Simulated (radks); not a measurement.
Values are calculated unless marked as measured or tabulated.
Valence configurations of Os II (all share [Xe]). Code: a radial shooting solver on a logarithmic mesh with Libxc functionals. Model: scalar-relativistic Kohn-Sham, r2SCAN, spin-polarised, spherical densities, finite nucleus; open shells are filled with parallel spins first (spin-orbit coupling, left out, can overturn this in heavy ions); meta-GGA in the generalised Kohn-Sham scheme; Fermi nuclear charge, rms radius 5.4126 fm. Energies are relative to 4f14 5d6 6s1; eigenvalues in eV for spin up.

\begin{tabular}{lrrrrrr}
valence & E (eV) & moment (Bohr magnetons) & e(4f) & e(5d) & e(6p) & e(6s) \\ \hline
4f14 5d6 6s1 & 0.000 & 5 & -60.562 & -15.653 & - & -14.382 \\
4f14 5d5 6s2 & 0.694 & 5 & -63.859 & -18.097 & - & -15.220 \\
4f14 5d5 6s1 6p1 & 4.502 & 7 & -65.224 & -19.469 & -9.213 & -16.725 \\
4f14 5d6 6p1 & 6.860 & 5 & -62.149 & -16.984 & -8.292 & - \\
4f14 5d5.5 6p1.5 & 9.391 & 6 & -64.438 & -18.859 & -9.197 & - \\
4f14 5d4 6s1 6p2 & 15.655 & 7 & -70.261 & -22.789 & -10.734 & -18.734 \\
4f13.5 5d6 6s1.5 & 25.898 & 5 & -67.757 & -17.478 & - & -14.883 \\
4f13 5d4 6s1 6p3 & 81.145 & 9 & -86.780 & -28.180 & -12.300 & -21.109 \\
4f12 5d8 6s1 & 112.31 & 5 & -83.043 & -17.821 & - & -14.505 \\
4f12 5d6 6s1 6p2 & 130.64 & 9 & -93.382 & -26.236 & -11.055 & -19.478 \\
\end{tabular}

NIST lists [Xe] 4f14 5d6 6s1 as the ground configuration; this level of theory agrees among the configurations tried. The energies are those of spherical high-spin densities, not of single terms.
